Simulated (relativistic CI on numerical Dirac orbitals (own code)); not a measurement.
One change at a time: Ga II

Base calculation: Dirac-Coulomb-Breit CI, orbitals from a KLI potential per configuration, model QED, valence Slater integrals scaled by 0.85, P86 correlation energy added to each configuration.

CI space (outside the closed core [Ar] 3d10): 4s2, 4s 4p, 4s 5s, 4p2, 4s 4d, 4s 5p, 4d2, 4s 6s, 4s 4f, 4s 5d, 4p 4d, 4s 6p, 4s 5g, 4s 5f, 4s 6d, 4s 6f. Levels of other configurations are missing.

Variants: (1) Slater integrals left unscaled; (2) valence Slater integrals scaled by 0.75; (3) QED terms removed. Shifts of the energy above 4s2 1S_0, in cm⁻¹, for the lowest level and the first level of each name with at least 55 % of one term (blank where a level changes its place among those of its configuration and J or its character, or is not in the variant):

```csv
Level,Base,Δ(1),Δ(2),Δ(3),Measured
4s2 1S_0,0.0,0.0,0.0,0.0,0.0
4s 4p 3P°_0,43346.0,+182.6,-31.7,+58.2,47367.5
4s 4p 3P°_1,43751.6,+198.4,-42.7,+57.2,47814.1
4s 4p 3P°_2,44589.9,+225.2,-60.5,+55.1,48749.7
4s 4p 1P°_1,68471.6,+4184.2,-2785.0,+57.6,70701.3
4s 5s 3S_1,98904.1,+1387.3,-822.8,+37.4,102944.6
4s 4d 1D_2,102787.9,-205.6,+205.5,+81.5,
4s 5s 1S_0,103187.3,+2150.1,-1334.3,+37.8,106662.2
4s 4d 3D_1,109430.7,+1455.1,-872.2,+50.2,113815.9
4s 4d 3D_2,109451.2,+1462.0,-873.1,+50.1,113842.2
4s 4d 3D_3,109483.4,+1465.2,-874.7,+49.9,113883.2
4p2 3P_0,109832.5,+783.2,-434.5,+129.1,
4p2 3P_1,110274.1,+779.0,-426.2,+127.8,
4p2 3P_2,111086.8,+776.7,-429.5,+125.5,
4s 5p 3P°_0,114145.1,+1421.6,-849.2,+49.9,118430.0
4s 5p 3P°_1,114233.2,+1420.7,-848.6,+49.7,118518.5
4s 5p 3P°_2,114424.3,+1416.6,-845.6,+49.3,118727.9
4s 5p 1P°_1,118235.1,+2013.4,-1239.5,+49.3,
4s 6s 3S_1,129011.1,+1520.7,-911.7,+43.9,
4s 6s 1S_0,130344.9,+1952.5,-371.2,+50.1,
4p2 1S_0,132292.2,+4620.8,-3803.1,+114.1,
4s 5d 3D_1,132886.0,+1532.2,-919.3,+48.7,
```

Correlation outside the listed configurations is missing or only estimated: errors of thousands of cm⁻¹ between configurations and terms are usual at this charge. Rates and lifetimes follow the computed energies and can be off by large factors. The fine structure of a lone outer electron comes out too small, for d and f at times inverted, and misplaced configurations move strength between like terms. 12 of the 13 excited levels that our extract of the measured tables holds in this range could be paired (the sources list more); they are missed by 4003 cm⁻¹ on average and 4400 at most, and levels without a partner can miss by more.

Measured levels: NIST Handbook of Basic Atomic Spectroscopic Data (Sansonetti and Martin, J. Phys. Chem. Ref. Data 34, 1559 (2005)).

Ionisation energy from the two ground configurations alone: base 19.6 eV; QED terms removed 19.61 eV. The NIST ASD value (measured) is 20.5151 eV. The gap of more than 2 % comes from missing correlation.

LS names give the leading component of a level, which can be under half, so a name can repeat, a term be missing and a line seem to break the LS rules.
